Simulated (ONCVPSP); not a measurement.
# Transferability test, ONCV potential for zinc

| Property | Result |
| --- | --- |
| Element | Zn (Z = 30) |
| Generator | ONCVPSP 4.0.1 |
| Type | optimised norm-conserving Vanderbilt (ONCV) |
| Functional | PBE |
| Relativity | scalar-relativistic |
| Frozen core | [Ar] |
| Valence charge | 12 |
| Reference configuration | 3d10 4s1 (charge +1) |
| Partial waves | 4s: rc 1.75 bohr, ncon 3, nbas 7, qcut 2.9 1/bohr, 2 projectors, debl 1.9 Ha; p scattering state at 0.12 Ha: rc 1.60 bohr, ncon 4, nbas 7, qcut 4.9 1/bohr, 2 projectors, debl 1.1 Ha; 3d: rc 0.80 bohr, ncon 4, nbas 9, qcut 23.6 1/bohr, local; f scattering state at 0.23 Ha: rc 1.90 bohr, ncon 5, nbas 9, qcut 6.4 1/bohr, 2 projectors, debl 0.6 Ha |
| Local potential | the d channel |
| Core correction | none |

Energies are relative to the spin-unpolarised reference configuration 3d10 4s1; without spin polarisation the order of configurations can differ from experiment.

| valence configuration | charge | ΔE all-electron (eV) | error AE − PS (meV) |
| --- | --- | --- | --- |
| 3d10 4s0 | +2 | 18.443 | +22 |
| 3d9 4s2 4p1 | 0 | 2.355 | -191 |

What are ΔE and the potential's error for 3d9 4s0?

ΔE = 58.976 eV all-electron; the error (AE − PS) is +40 meV.

What are ΔE and the potential's error for 3d10 4s2?

ΔE = -9.889 eV all-electron; the error (AE − PS) is +4.8 meV.

Levels in the configuration 3d9 4s2 4p1:

```json
{"level": "3d", "all-electron (eV)": "-18.197", "pseudo (eV)": "-18.594"}
{"level": "4s", "all-electron (eV)": "-8.658", "pseudo (eV)": "-8.643"}
{"level": "4p", "all-electron (eV)": "-2.595", "pseudo (eV)": "-2.585"}
```

Note: ghosts flagged at negative energy: s at -636.4 eV, p at -4704.5 eV, p at -69.5 eV; GHOST(+) flagged for f at 56.6 eV, s at 77.6 eV. A true bound ghost makes a file unfit for plane-wave use.
